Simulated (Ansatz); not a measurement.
FGeH$_{5}$O$_{2}$Si, SMILES `O[SiH](F)[O][GeH3]`, relaxed with RKS PBE-D4/def2-SVP in Ansatz 0.2.0 from a rough embedded geometry. The force threshold is 0.03 eV/Å; the program also tests the step.

Charge 0, multiplicity 1.

Start:

```xyz
10

O     0.631    2.004   -1.536
Si    0.047    0.948   -0.407
F    -1.614    1.120   -0.363
O     0.447   -0.663   -0.779
Ge   -0.032   -1.703    0.535
H     0.455    2.945   -1.232
H     0.629    1.280    0.934
H     0.292   -3.162    0.249
H    -1.585   -1.512    0.794
H     0.731   -1.257    1.806
```

| step | energy (eV) | largest force (eV/Å) | largest move (Å) |
| --- | --- | --- | --- |
| 1 | -71257.5809 | 2.231 | 0.000 |
| 2 | -71257.8354 | 0.968 | 0.136 |
| 3 | -71257.9407 | 0.473 | 0.195 |
| 4 | -71257.9766 | 0.551 | 0.200 |
| 5 | -71257.9943 | 0.150 | 0.075 |
| 6 | -71257.9983 | 0.056 | 0.065 |
| 7 | -71257.9989 | 0.017 | 0.040 |
| 8 | -71257.9992 | 0.092 | 0.050 |
| 9 | -71257.9994 | 0.063 | 0.016 |
| 10 | -71257.9998 | 0.056 | 0.039 |
| 11 | -71258.0002 | 0.130 | 0.093 |
| 14 | -71258.0028 | 0.161 | 0.118 |
| 17 (rejected) | -71258.0050 | 0.308 | 0.198 |
| 20 | -71258.0181 | 0.248 | 0.146 |
| 23 | -71258.0366 | 0.301 | 0.104 |
| 26 | -71258.0490 | 0.191 | 0.108 |
| 29 | -71258.0521 | 0.095 | 0.042 |
| 32 | -71258.0541 | 0.078 | 0.082 |
| 35 | -71258.0560 | 0.061 | 0.036 |
| 38 | -71258.0582 | 0.105 | 0.009 |
| 41 (rejected) | -71258.0615 | 0.202 | 0.105 |
| 44 | -71258.0658 | 0.118 | 0.019 |
| 47 (rejected) | -71258.0708 | 0.232 | 0.148 |
| 50 | -71258.0776 | 0.153 | 0.147 |
| 53 | -71258.0818 | 0.081 | 0.042 |
| 55 | -71258.0824 | 0.008 | 0.016 |

End:

```xyz
10

O     0.220    0.931   -1.515
Si    0.363    1.323    0.101
F    -0.953    2.201    0.519
O     0.435   -0.092    0.937
Ge   -0.234   -1.715    0.477
H    -0.190    1.597   -2.092
H     1.555    2.153    0.429
H     0.739   -2.367   -0.535
H    -1.649   -1.532   -0.131
H    -0.285   -2.499    1.809
```

Hardware: 4 threads of an INTEL XEON PLATINUM 8581C on a shared host. Wall time 48 s, peak host memory 0.19 GiB.
